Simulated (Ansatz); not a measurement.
Cost and result for the atomization energy of C₂H₈OSeSn, SMILES `C[O][SnH]([CH3])[SeH]` (13 atoms, 12 bonds).

```
atom    x (Å)    y (Å)    z (Å)
  C1  -1.2396  -1.8384   0.3741
  O2   0.0033  -1.3508  -0.0558
 Sn3   0.1904   0.5536  -0.5294
  C4   0.9683   1.5939   1.1560
 Se5   1.9070   0.6573  -2.3710
  H6  -1.4727  -1.5396   1.4062
  H7  -2.0737  -1.5112  -0.2645
  H8  -1.2117  -2.9322   0.3444
  H9  -1.3651   1.0311  -1.0686
 H10   1.9102   1.1322   1.4507
 H11   1.1376   2.6410   0.9056
 H12   0.2607   1.5278   1.9824
 H13   0.9854   0.0352  -3.3301
```

Charge 0, multiplicity 1. Correlated methods include outer-core shells of Se, Sn, which these sets cover unevenly. Scalar relativity is left out up to krypton. Sn takes the def2 core potential. All single points use the PBE0-D4/def2-TZVP geometry. It is one conformer, not always the lowest. Program: Ansatz. All runs use 2 threads of an AMD EPYC 7R13 on a shared host and a share of an NVIDIA H100 80 GB. Times are those of one run each, without the atoms' runs, and a repeat can differ threefold. Electronic energies, without spin–orbit coupling; frozen cores. CCSD(T)/CBS adds CCSD(T) − MP2 in def2-TZVPP to the MP2 limit, and its time is that of the two runs behind it. T1 = 0.012. With those shells the extrapolation isn't a true limit. B3LYP takes the VWN-RPA correlation (the form of Gaussian; ORCA's B3LYP/G).

CCSD(T)/CBS is a level of theory with its own doubt, some kJ/mol a heavy atom from the limit and from the frozen cores, so smaller differences don't rank the functionals.

```csv
level,functions,wall time,atomization (kcal/mol),difference from CCSD(T)/CBS,per bond
PBE-D4/def2-TZVPP (with forces),303,3.5 s,1049.0,5.0,0.4
B2PLYP/def2-TZVPP,303,3.6 s,1020.9,-23.1,-1.9
PBE0-D4/def2-TZVPP,303,4 s,1032.0,-12.0,-1.0
r2SCAN-D4/def2-TZVPP (with forces),303,4.2 s,1036.8,-7.2,-0.6
B3LYP-D4/def2-TZVPP (with forces),303,5.5 s,1032.6,-11.4,-0.9
ωB97X-V/def2-TZVPP,303,6 s,1039.7,-4.3,-0.4
ωB97M-V/def2-TZVPP (with forces),303,7.5 s,1034.0,-10.0,-0.8
MP2/def2-QZVPP,582,8.1 s,1037.2,-6.8,-0.6
CCSD(T)/def2-TZVPP,303,12 s,1013.6,-30.4,-2.5
CCSD(T)/CBS(def2),–,20 s,1044.0,0.0,0.0
```

The D4 term adds +11.1 kcal/mol with B3LYP and +5.9 kcal/mol with PBE0; it sums over pairs of atoms, weighted by their polarisabilities, and B3LYP, whose exchange is more repulsive, gets the larger term. From PBE to PBE0 (25 % exact exchange), in def2-TZVPP and without D4, the atomization energy moves by −16.1 kcal/mol: exact exchange takes away binding that semilocal exchange gives to molecules. In def2-TZVPP, CCSD(T) changes the Hartree–Fock value by +274.6 kcal/mol (the triples alone add +15.9 kcal/mol) and MP2 by +280.2 kcal/mol; breaking electron pairs costs correlation energy, which Hartree–Fock lacks.

Spin–orbit coupling would lower the free Sn atoms strongly, and the atomization energy with them, by more than many differences here. For some Ge, Se and Sn compounds the MP2-based and the directly extrapolated limit differ by 10 to 25 kJ/mol.
